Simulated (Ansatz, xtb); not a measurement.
**Relative energy of two isomers of C5H10Ge**

Structure a: `C=C[C]1([GeH3])CC1`, a singlet. Structure b: `C=C[C@@H]1C[C@H]1[GeH3]`, a singlet. Both are isolated molecules in the gas phase, relaxed with B3LYP/def2-SVP; the shapes shown needn't be the lowest conformers.

a (Å):

```xyz
16

C     0.1594   -1.1403    3.4171
C    -0.5135   -0.6990    2.3475
C    -0.1389    0.4573    1.4816
C     0.5225    0.1754    0.1403
C     1.3172    0.8006    1.2552
Ge   -1.4330    1.9446    1.5503
H    -0.1979   -1.9950    3.9979
H     1.0856   -0.6642    3.7534
H    -1.4452   -1.2093    2.0669
H    -1.4492    2.5866    2.9542
H    -2.8524    1.4319    1.2185
H    -1.0195    3.0068    0.5056
H     0.7266   -0.8729   -0.0998
H     0.2556    0.7891   -0.7261
H     2.0685    0.1806    1.7528
H     1.6054    1.8524    1.1626
```

b (Å):

```xyz
16

C     0.2896   -2.3464    2.4432
C     0.1957   -1.3620    1.5419
C    -0.4205   -0.0375    1.7799
C    -1.1437    0.6805    0.6614
C     0.1862    1.2069    1.1350
Ge    0.3362    2.8807    2.1337
H     0.7589   -3.3021    2.1963
H    -0.1011   -2.2326    3.4597
H     0.6027   -1.5199    0.5340
H    -0.8436    0.0887    2.7833
H    -1.1836    0.1897   -0.3162
H    -2.0559    1.2285    0.9185
H     1.0344    1.0088    0.4690
H     0.3945    4.0895    1.1731
H    -0.9083    3.0207    3.0394
H     1.6061    2.8825    3.0122
```

Question: Estimate which is lower in electronic energy at CCSD(T)/def2-SVP + ΔMP2/def2-TZVPP, and by roughly how much.

Answer: CCSD(T)/def2-SVP + ΔMP2/def2-TZVPP gives E(b) − E(a) = −0.78 kcal/mol, slightly favouring structure b, which is too small a margin to settle the true order.

How the difference moves with the method:

| level | geometry | E(b) − E(a) (kcal/mol) | departure from the last row (kcal/mol) | job, with rough time for the two |
| --- | --- | --- | --- | --- |
| GFN2-xTB | GFN2-xTB | −2.57 | −1.79 | optimisation, 0.98 s |
| HF/STO-3G | GFN2-xTB | −4.67 | −3.89 | single point, 3.2 s |
| r2SCAN-D4/def2-SVP | GFN2-xTB | −3.23 | −2.45 | single point, 16 s |
| B3LYP/def2-SVP | B3LYP/def2-SVP | −2.63 | −1.85 | optimisation, 4.5 min |
| HF/def2-SVP | B3LYP/def2-SVP | −2.59 | −1.81 | part of the CCSD(T) run |
| MP2/def2-SVP | B3LYP/def2-SVP | −0.33 | +0.45 | part of the CCSD(T) run |
| CCSD(T)/def2-SVP | B3LYP/def2-SVP | −0.67 | +0.11 | single point |
| CCSD(T)/def2-SVP + ΔMP2/def2-TZVPP | B3LYP/def2-SVP | −0.78 |  | single point, 5.1 min |

As drawn, both hold the same kinds of bond in the same numbers.

The largest departure from CCSD(T)/def2-SVP + ΔMP2/def2-TZVPP is that of HF/STO-3G, 3.89 kcal/mol. The last row adds to CCSD(T) the change of the MP2 difference between the two basis sets, here −0.11 kcal/mol.

With thermal terms from frequencies at re-optimised GFN2-xTB minima (ideal gas, soft modes damped towards free rotors, one conformer each, 298.15 K, 1 atm): the zero-point term adds +0.28 kcal/mol; ΔH is −0.58 and ΔG −0.62 kcal/mol.

The correlated steps freeze 14 core orbitals; the filled d shell of Ge is correlated, in a basis made for valence electrons. Mirror images aren't counted in ΔG. Programs: Ansatz 0.2.0, xtb 6.7.1; the last row on 2 threads of Intel(R) Xeon(R) Processor @ 2.50GHz (Skylake/Cascade Lake) on a shared host.
